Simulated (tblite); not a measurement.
Species: C8H8F (doublet state).
Numbering: `[F:1][C@H:2]1[CH:3][C@@H:4]2[C@@H:5]3[CH:6]=[CH:7][C@H:8]1[C@H:9]23` (hydrogens: H10 on C2; H11 on C3; H12 on C4; H13 on C5; H14 on C6; H15 on C7; H16 on C8; H17 on C9)

Computed geometry: GFN2-xTB, gas phase. This method treats the open shell by occupation alone, without spin polarisation.

(1) Give the optimised bond lengths and angles.

## Answers

(1) 
```tsv
bond	length (Å)
F1–C2	1.411
C2–C3	1.482
C3–C4	1.427
C4–C5	1.589
C5–C6	1.464
C6=C7	1.330
C7–C8	1.508
C8–C9	1.532
C2–C8	1.542
C4–C9	1.508
C5–C9	1.492
C2–H10	1.096
C3–H11	1.072
C4–H12	1.081
C5–H13	1.079
C6–H14	1.075
C7–H15	1.075
C8–H16	1.089
C9–H17	1.077
```

A selection of angles:
```tsv
angle	degrees
F1–C2–C3	110.8
F1–C2–C8	110.1
C3–C2–C8	103.6
C2–C3–C4	110.7
C3–C4–C5	121.8
C3–C4–C9	108.7
C5–C4–C9	57.5
C4–C5–C6	118.3
C4–C5–C9	58.5
C6–C5–C9	107.6
C5–C6–C7	110.5
C6–C7–C8	111.0
C7–C8–C9	103.9
C2–C8–C7	104.7
C2–C8–C9	104.7
C4–C9–C8	104.1
C4–C9–C5	64.0
C5–C9–C8	104.3
```

Torsions: F1–C2–C3–C4 100° (anticlinal); C2–C3–C4–C5 63° (synclinal); C3–C4–C5–C6 1° (synperiplanar); C4–C5–C6–C7 -57° (synclinal); C5–C6–C7–C8 5° (synperiplanar); C6–C7–C8–C9 -13° (synperiplanar); C7–C8–C9–C4 82° (synclinal); F1–C2–C8–C7 160° (antiperiplanar); C3–C4–C9–C8 17° (synperiplanar); C4–C5–C9–C8 99° (anticlinal).

The 5-membered ring C2–C3–C4–C9–C8 has internal angles of 103.6° to 110.7°; it is puckered, 0.13 Å rms from its mean plane, widest ring torsion 28°. The C–C distances run from 1.330 Å (C6=C7, drawn double) to 1.589 Å (C4–C5, drawn single), a spread of 0.259 Å. C7 (carbon bonded to 2 C and H) is planar (angles 127.0°, 121.7° and 111.0°, sum 359.7°, 0.04 Å off the plane of its three neighbours). The 3-membered ring C4–C5–C9 has internal angles of 57.5° to 64.0°. C6 (carbon bonded to 2 C and H) is planar (angles 126.8°, 122.6° and 110.5°, sum 360.0°, 0.01 Å off the plane of its three neighbours). The 5-membered ring C5–C6–C7–C8–C9 has internal angles of 103.9° to 111.0°; it is puckered, 0.07 Å rms from its mean plane, widest ring torsion 16°. C3 (carbon bonded to 2 C and H) is almost planar (angles 125.1°, 123.2° and 110.7°, sum 359.0°, 0.07 Å off the plane of its three neighbours).

Point group: C1 (no symmetry element, even within 0.4 Å). Its GFN2-xTB frequencies are all real (lowest 121 cm⁻¹).

One conformer stands for the species.
